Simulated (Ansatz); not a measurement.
The cluster Ge3Cl, relaxed as a doublet with UKS r2SCAN-D4/def2-SVP in Ansatz, starting from the GFN2-xTB geometry. Force threshold 0.02 eV/Å.

The relaxation made no stability test and no search for a lower SCF solution. Another isomer (doublet) lies 0.17 eV lower at PBE0-D4/def2-TZVP; other spin states weren't run for this one.

Start:

```
atom    x (Å)    y (Å)    z (Å)
 Ge1   1.6390  -0.5852  -0.8094
 Ge2   0.9862   1.7928  -0.1679
 Ge3  -0.4276   0.0408   0.3120
 Cl4  -2.1976  -1.2484   0.6653
```

(1) Estimate the energy that the relaxation releases and the steps that it takes.

(2) Does the start keep its bonding?

(3) Predict the relaxed structure.

Answers

(1) 3.7 kJ/mol, in 4 steps; 10 s on 4 threads of Arm Neoverse V2 on a shared host. No frequencies were taken in this run, so the end may be a saddle point.

(2) By distances, no bond broke or formed. The bond that changes most is Ge3–Cl4, from 2.22 to 2.16 Å (atoms count from 1).

(3) 
```xyz
4

Ge    1.6405   -0.5984   -0.8025
Ge    0.9921    1.7662   -0.1241
Ge   -0.4954    0.0788    0.2268
Cl   -2.1372   -1.2467    0.6998
```
Bond lengths: 3 × Ge–Ge 2.28 to 2.54 Å; 1 × Cl–Ge 2.16 Å.
